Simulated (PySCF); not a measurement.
Start geometry of p-chlorophenyl methyl sulfoxide, `C[S@](=O)C1=CC=C(Cl)C=C1` from GFN2-xTB (Å):
```
atom  x, y, z in Å
C1    -2.6208   -0.5959   -0.1671
S2    -1.6684   -0.5048    1.4205
O3    -2.0719    0.7465    2.0577
C4    -0.0919   -0.1420    0.5706
C5     0.6198   -1.1603   -0.0397
C6     1.8136   -0.8731   -0.6767
C7     2.2838    0.4330   -0.6826
Cl8    3.7756    0.7916   -1.4765
C9     1.5803    1.4521   -0.0582
C10    0.3867    1.1544    0.5742
H11   -2.5028    0.3379   -0.7053
H12   -3.6643   -0.7487    0.0876
H13   -2.2478   -1.4309   -0.7480
H14    0.2456   -2.1728   -0.0180
H15    2.3797   -1.6518   -1.1626
H16    1.9637    2.4600   -0.0659
H17   -0.1880    1.9166    1.0799
```

Problem. What comes out of this run: PBE0-D3(BJ)/def2-SVP geometry optimisation, gas phase (PySCF 2.14.0)?

Solution. 
```
atom  x, y, z in Å
C1    -2.3413   -0.4299   -0.4950
S2    -1.2440   -0.2183    0.9393
O3    -1.6474    1.0848    1.5678
C4     0.2581    0.1170   -0.0105
C5     0.9778   -0.9046   -0.6275
C6     2.1498   -0.5983   -1.3118
C7     2.5927    0.7259   -1.3489
Cl8    4.0542    1.1062   -2.1931
C9     1.8832    1.7430   -0.7102
C10    0.7082    1.4318   -0.0313
H11   -2.3167    0.5037   -1.0738
H12   -3.3480   -0.6025   -0.0901
H13   -2.0191   -1.2873   -1.1025
H14    0.6335   -1.9418   -0.5788
H15    2.7304   -1.3767   -1.8094
H16    2.2576    2.7675   -0.7452
H17    0.1206    2.1881    0.4978
```

The energy falls by 10.7 kJ/mol over 7 energy and gradient evaluations, the largest force component goes from 0.0358 to 9.9e-05 Eh/bohr, and the atoms move by 0.071 Å rms after alignment. The bond that changes most is S2=O3 (sulfinyl sulfur to sulfinyl oxygen), which lengthens by 0.041 Å. Bonds longer at the end by more than 0.005 Å: 14 of 17; shorter: 2. Among the angles that change most is C1–S2–C4, from 93.1° to 96.2°. Rotational constants go from 3077, 459.8, 426.6 to 3067, 457.0, 421.6 MHz. The orientation of the end geometry is arbitrary; only internal coordinates are fixed.

The run used 183 basis functions and 52 SCF cycles in all. On Arm Neoverse V1, one thread, shared host with 32 logical CPUs at a one-minute load of 12, this took 2.2 min wall and 0.89 GiB of memory at its peak.

Whether it is a minimum is left open (no frequencies). One conformer, not necessarily the lowest.
